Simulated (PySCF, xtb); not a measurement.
C3H7FOSi, SMILES C[SiH2]O/C=C\F. Other conformers were not sampled.

Harmonic wavenumbers (cm⁻¹) from GFN2-xTB (xtb 6.7.1) at its own minimum, in rising order: 21, 88, 88, 105, 200, 251, 454, 480, 608, 617, 706, 751, 787, 812, 826, 826, 842, 868, 1045, 1142, 1261, 1309, 1374, 1478, 1483, 1721, 2203, 2240, 3035, 3040, 3042, 3059, 3111.

Problem. What does PySCF with PBE-D3(BJ)/def2-SVP give at its own minimum? (The exact figures need the calculation; the answer reports its results.)

Solution. 32, 56, 95, 146, 214, 246, 480, 499, 621, 687, 694, 722, 748, 816, 847, 853, 899, 941, 1055, 1158, 1222, 1265, 1363, 1376, 1383, 1724, 2143, 2153, 2982, 3065, 3083, 3090, 3141. Paired by order, the mean absolute difference is 35 cm⁻¹ and the zero-point energies are 57.0 and 56.9 kcal/mol.
